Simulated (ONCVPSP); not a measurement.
# Pseudopotential generation for Au: ONCV, PBE, fully relativistic.

```
Element                 : gold (Au)
Generator               : ONCVPSP 4.0.1
Type                    : optimised norm-conserving Vanderbilt (ONCV)
Functional              : PBE
Relativity              : fully relativistic
Frozen core             : [Kr] 4d10 4f14
Valence charge          : 19
Reference configuration : 5s2 5p6 5d10 6s0.75 (charge +0.25)
Partial waves           : 5s+6s: rc 1.55 bohr, ncon 4, nbas 9, qcut 8.5 1/bohr, 3 projectors, debl 4 Ha; 5p: rc 1.15 bohr, ncon 4, nbas 6, qcut 8.4 1/bohr, 1 projector; 5d: rc 1.40 bohr, ncon 5, nbas 9, qcut 7.9 1/bohr, 1 projector
Local potential         : polynomial inside 1.15 bohr (lpopt 5, dvloc0 0 Ha)
Core correction         : Teter function, fcfact 2, rcfact 1.65
```

Open shells are filled in proportion to 2j + 1.

All-electron outer shells of the reference configuration (PBE, scalar-relativistic, ld1.x):

| shell | level (eV) | outermost node (bohr) | outermost maximum (bohr) |
| --- | --- | --- | --- |
| 5s | -110.37 | 0.48 | 0.84 |
| 4f | -83.12 | – | 0.37 |
| 5p | -61.80 | 0.52 | 0.96 |
| 5d | -8.88 | 0.56 | 1.21 |
| 6s | -7.54 | 1.11 | 2.29 |

Calculated quality:

```json
{
  "Cutoffs needed": "63 Ha and 78 Ha (the cutoffs (Ha) at which the residual kinetic energy of the hardest occupied pseudo-wave falls to 1 and 0.1 mHa per electron)",
  "Ghost test": "no bound ghost flagged; GHOST(+) flagged for s at 370.4 eV",
  "Largest excitation error": "-8.6 meV (all-electron minus pseudo) for 5s2 5p5 5d10 6s1, out of 4 test configurations",
  "rms error of d²Exc/dni dnj": "9.40 mHa without and 3.36 mHa with the model core"
}
```

Generation and tests took about 6.4 s on one core of a shared server CPU.
